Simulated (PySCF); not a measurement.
PySCF 2.14 output of an unrestricted wB97X-V calculation on a single atom or ion in aug-cc-pCVTZ-DK with one added diffuse shell each of s, p, d, f type (8s7p5d3f, 75 functions), with the spin-free X2C one-electron Hamiltonian (Gaussian nucleus):

```
SCF conv_tol = 1e-09
number electrons alpha = 5  beta = 4
    N. Mardirossian and M. Head-Gordon.,  Phys. Chem. Chem. Phys. 16, 9904-9924 (2014)
cycle= 1 E= -75.1750349525818  delta_E= -0.00753  |g|= 0.0292  |ddm|= 0.159
cycle= 2 E= -75.1753182724451  delta_E= -0.000283  |g|= 0.0255  |ddm|= 0.0652
cycle= 3 E= -75.1755783026885  delta_E= -0.00026  |g|= 0.00715  |ddm|= 0.0324
cycle= 4 E= -75.1756481353369  delta_E= -6.98e-05  |g|= 0.00238  |ddm|= 0.0168
cycle= 5 E= -75.1756720504474  delta_E= -2.39e-05  |g|= 0.000784  |ddm|= 0.0139
cycle= 6 E= -75.1756745573798  delta_E= -2.51e-06  |g|= 0.000154  |ddm|= 0.00507
cycle= 7 E= -75.1756747317621  delta_E= -1.74e-07  |g|= 3.83e-05  |ddm|= 0.00156
cycle= 8 E= -75.1756747438777  delta_E= -1.21e-08  |g|= 4.04e-06  |ddm|= 0.000533
cycle= 9 E= -75.1756747439448  delta_E= -6.7e-11  |g|= 4.85e-07  |ddm|= 3.7e-05
converged SCF energy = -75.1756747439448  <S^2> = 0.7586924  2S+1 = 2.0086736
```

The run itself started from symmetry-adapted Hartree-Fock orbitals and held the occupation by maximum overlap, on a logarithmic radial grid, so the iterations belong to that start.

Task: Which element, charge and spin multiplicity is this?

Result: O- (oxygen, charge -1), multiplicity 2; the state was [He] 2s2 2p5, 2P determinant.
